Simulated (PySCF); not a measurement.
C₉H₁₀.
Numbering: `[CH2:1]=[CH:2][CH2:3]/[CH:4]=[C:5]1/[CH:6]=[CH:7][C:8]1=[CH2:9]`

Probes without a nucleus sit at each ring's centroid and 1 Å off its mean plane on both sides; NICS is minus the shielding there, NICSzz its component along the normal. Level: GIAO PBE0/pcSseg-1 (PySCF, non-relativistic, gas phase) on the GFN2-xTB geometry, one conformer.

Ring bond lengths (Å), with Mayer bond orders in brackets: C5–C6 1.473 (1.03), C6–C7 1.350 (1.63), C7–C8 1.474 (1.03), C8–C5 1.499 (0.96).

Question: Give the NICS values of each ring in ppm.

Answer: 
```tsv
ring	type	NICS(0)	NICS(1), two faces	NICS(1)zz, two faces	rms pucker (Å)	centre to ring atoms, mean (Å)
C5–C6–C7–C8	4-membered carbocycle; formal bonds 1 double, 3 single	5.3	-2.0 / -2.0	4.1 / 4.0	0.00	1.02
```

Question: What can be read from them?

Answer: 
- C5–C6–C7–C8: mean NICS(1)zz 4.1 ppm, deshielded. NICS(0) lies 7 ppm above the mean NICS(1).

Question: How equal are the bonds by HOMA? Use HOMA with the parameters of Krygowski (1993).

Answer: 
- C5–C6–C7–C8: HOMA -0.83 = 1 − EN − GEO, with mean bond length 1.449 Å, EN = α(Ropt − mean)² = 0.958 and GEO = α × variance = 0.868.

Question: How shielded are the nuclei of the rings and their hydrogens (means over atoms taken as equivalent)?

Answer: 
```tsv
atoms	environment	σ isotropic (ppm)
C5	fully substituted alkene carbon	39.7
C6	alkene CH carbon	30.6
C7	alkene CH carbon	33.9
C8	fully substituted alkene carbon	30.4
H on C6	vinylic hydrogen	24.57
H on C7	vinylic hydrogen	24.65
```

The values belong to the conformer `[CH2:1]=[CH:2][CH2:3]/[CH:4]=[C:5]1/[CH:6]=[CH:7][C:8]1=[CH2:9]`: C1–C2–C3–C4 -115°, C2–C3–C4–C5 -114°.
